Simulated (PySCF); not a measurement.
Cl3La, charge +1, doublet, at a GFN2-xTB geometry (such geometries of metal compounds can be far from the true shape) (the multiplicity is a formal guess) (core potentials on La); SVWN5/def2-SV(P) in PySCF.

PySCF was given this input:
```python
from pyscf import gto, scf, dft

mol = gto.Mole()
mol.atom = '''
    La    0.107624   -0.300283   -0.770851
    Cl   -1.965824   -0.743943    0.618337
    Cl    0.203236    2.019036    0.453968
    Cl    1.401731   -0.268260    1.512311
'''
mol.basis = 'def2-sv(p)'
mol.ecp = {'La': 'def2-sv(p)'}
mol.charge = 1
mol.spin = 1
mol.verbose = 4
mol.build()

mf = dft.UKS(mol)
mf.xc = 'lda,vwn'
mf.init_guess = 'mod_huckel'
mf.kernel()
```

The log (banner, timings and long lists left out):

```
PySCF version 2.14.0

[INPUT] verbose = 4
[INPUT] num. atoms = 4
[INPUT] num. electrons = 61
[INPUT] charge = 1
[INPUT] spin (= nelec alpha-beta = 2S) = 1
[INPUT] symmetry False subgroup None
[INPUT] Mole.unit = angstrom
[INPUT] Symbol           X                Y                Z      unit          X                Y                Z       unit  Magmom
[INPUT]  1 La     0.107624000000  -0.300283000000  -0.770851000000 AA    0.203379884430  -0.567452629863  -1.456697272847 Bohr   0.0
[INPUT]  2 Cl    -1.965824000000  -0.743943000000   0.618337000000 AA   -3.714868969097  -1.405848522287   1.168487582685 Bohr   0.0
[INPUT]  3 Cl     0.203236000000   2.019036000000   0.453968000000 AA    0.384060378652   3.815425075637   0.857875189317 Bohr   0.0
[INPUT]  4 Cl     1.401731000000  -0.268260000000   1.512311000000 AA    2.648887690313  -0.506937930176   2.857853605167 Bohr   0.0

nuclear repulsion = 256.222815006218
number of shells = 35
number of NR pGTOs = 158
number of NR cGTOs = 79
basis = def2-sv(p)
ecp = {'La': 'def2-sv(p)'}

******** <class 'pyscf.dft.uks.UKS'> ********
method = UKS
initial guess = mod_huckel
damping factor = 0
level_shift factor = 0
DIIS = <class 'pyscf.scf.diis.CDIIS'>
diis_start_cycle = 1
diis_space = 8
diis_damp = 0
SCF conv_tol = 1e-09
SCF conv_tol_grad = None
SCF max_cycles = 50
direct_scf = True
direct_scf_tol = 1e-13
number electrons alpha = 31  beta = 30
XC library pyscf.dft.libxc version 7.1.2
    S. Lehtola, C. Steigemann, M. J. T. Oliveira, and M. A. L. Marques,  SoftwareX 7, 1–5 (2018)
XC functionals = lda,vwn
    P. A. M. Dirac,  Math. Proc. Cambridge Philos. Soc. 26, 376 (1930)
    F. Bloch,  Z. Phys. 57, 545 (1929)
    S. H. Vosko, L. Wilk, and M. Nusair,  Can. J. Phys. 58, 1200 (1980)
radial grids:
    Treutler-Ahlrichs [JCP 102, 346 (1995); DOI:10.1063/1.469408] (M4) radial grids

becke partition: Becke, JCP 88, 2547 (1988); DOI:10.1063/1.454033
pruning grids: <function nwchem_prune>
grids dens level: 3
symmetrized grids: False
atomic radii adjust function: <function treutler_atomic_radii_adjust>
small_rho_cutoff = 0
Set gradient conv threshold to 3.16228e-05
Initial guess from on-the-fly Huckel, doi:10.1021/acs.jctc.8b01089,
employing the updated GWH rule from doi:10.1021/ja00480a005.
Spherically averaged atomic HF for {'Cl', 'La'}

******** <class 'pyscf.scf.atom_hf.AtomSphAverageRHF'> ********
method = AtomSphAverageRHF
initial guess = minao
damping factor = 0
level_shift factor = 0
DIIS = <class 'pyscf.scf.diis.CDIIS'>
diis_start_cycle = 1
diis_space = 8
diis_damp = 0
SCF conv_tol = 1e-09
SCF conv_tol_grad = None
SCF max_cycles = 50
direct_scf = True
direct_scf_tol = 1e-13
atom = La
Set gradient conv threshold to 3.16228e-05
Initial guess from minao.
init E= -27.7595649694179
cycle= 1 E= -30.903596337152  delta_E= -3.14  |g|=    0  |ddm|= 9.32
cycle= 2 E= -30.9394858490132  delta_E= -0.0359  |g|=    0  |ddm|= 1.81
cycle= 3 E= -30.9456951773255  delta_E= -0.00621  |g|=    0  |ddm|= 0.396
cycle= 4 E= -30.9462100283259  delta_E= -0.000515  |g|=    0  |ddm|= 0.16
cycle= 5 E= -30.9462227190199  delta_E= -1.27e-05  |g|=    0  |ddm|= 0.0618
cycle= 6 E= -30.9462229585084  delta_E= -2.39e-07  |g|=    0  |ddm|= 0.0093
cycle= 7 E= -30.9462229587072  delta_E= -1.99e-10  |g|=    0  |ddm|= 0.000144
Extra cycle  E= -30.9462229587134  delta_E= -6.25e-12  |g|=    0  |ddm|= 3.17e-05
Atomic HF for atom  La  converged. SCF energy = -30.9462229587134

******** <class 'pyscf.scf.atom_hf.AtomSphAverageRHF'> ********
method = AtomSphAverageRHF
initial guess = minao
damping factor = 0
level_shift factor = 0
DIIS = <class 'pyscf.scf.diis.CDIIS'>
diis_start_cycle = 1
diis_space = 8
diis_damp = 0
SCF conv_tol = 1e-09
SCF conv_tol_grad = None
SCF max_cycles = 50
direct_scf = True
direct_scf_tol = 1e-13
atom = Cl
Set gradient conv threshold to 3.16228e-05
Initial guess from minao.
init E= -459.076232193589
cycle= 1 E= -459.117036390558  delta_E= -0.0408  |g|=    0  |ddm|= 0.0448
cycle= 2 E= -459.117046106835  delta_E= -9.72e-06  |g|=    0  |ddm|= 0.0126
cycle= 3 E= -459.117046525591  delta_E= -4.19e-07  |g|=    0  |ddm|= 0.00136
cycle= 4 E= -459.117046534463  delta_E= -8.87e-09  |g|=    0  |ddm|= 0.000457
cycle= 5 E= -459.117046534584  delta_E= -1.21e-10  |g|=    0  |ddm|= 5.89e-05
Extra cycle  E= -459.117046534584  delta_E=    0  |g|=    0  |ddm|= 2.11e-07
Atomic HF for atom  Cl  converged. SCF energy = -459.117046534584

tot grids = 81344
init E= -1406.53505976312
cycle= 1 E= -1393.46016572744  delta_E= 13.1  |g|= 3.67  |ddm|= 5.77
cycle= 2 E= -1328.48748981655  delta_E=   65  |g|= 5.06  |ddm|= 12.5
cycle= 3 E= -1371.39802901289  delta_E= -42.9  |g|= 7.14  |ddm|= 12.9
cycle= 4 E= -1406.46731121397  delta_E= -35.1  |g|=    1  |ddm|= 6.21
cycle= 5 E= -1395.50064831061  delta_E=   11  |g|= 3.61  |ddm|= 4.73
cycle= 6 E= -1395.39020453079  delta_E= 0.11  |g|= 3.61  |ddm|= 0.135
cycle= 7 E= -1396.2475844357  delta_E= -0.857  |g|= 3.56  |ddm|= 0.576
cycle= 8 E= -1396.02365095139  delta_E= 0.224  |g|= 3.58  |ddm|= 0.257
cycle= 9 E= -1400.93154365098  delta_E= -4.91  |g|= 2.93  |ddm|= 2.15
cycle= 10 E= -1400.89104937916  delta_E= 0.0405  |g|= 2.93  |ddm|= 0.123

cycle= 11 E= -1405.0482940682  delta_E= -4.16  |g|= 1.67  |ddm|= 3.96
cycle= 12 E= -1407.0621911476  delta_E= -2.01  |g|= 0.241  |ddm|= 2.09
cycle= 13 E= -1406.79876672355  delta_E= 0.263  |g|= 0.553  |ddm|= 1.35
cycle= 14 E= -1407.10677348633  delta_E= -0.308  |g|= 0.107  |ddm|= 1.18
cycle= 15 E= -1407.11342906004  delta_E= -0.00666  |g|= 0.0475  |ddm|= 0.15
cycle= 16 E= -1407.11387117947  delta_E= -0.000442  |g|= 0.0418  |ddm|= 0.107
cycle= 17 E= -1407.11528930223  delta_E= -0.00142  |g|= 0.00296  |ddm|= 0.0657
cycle= 18 E= -1407.11529540489  delta_E= -6.1e-06  |g|= 0.000838  |ddm|= 0.00508
cycle= 19 E= -1407.11529586404  delta_E= -4.59e-07  |g|= 0.000353  |ddm|= 0.00138
cycle= 20 E= -1407.11529595731  delta_E= -9.33e-08  |g|= 7.79e-05  |ddm|= 0.000853
cycle= 21 E= -1407.11529596209  delta_E= -4.78e-09  |g|= 1.51e-05  |ddm|= 0.000152
cycle= 22 E= -1407.11529596221  delta_E= -1.22e-10  |g|= 6.17e-06  |ddm|= 3.86e-05
Extra cycle  E= -1407.11529596206  delta_E= 1.47e-10  |g|= 1.49e-05  |ddm|= 4.46e-05
converged SCF energy = -1407.11529596206  <S^2> = 0.75185876  2S+1 = 2.0018579
```
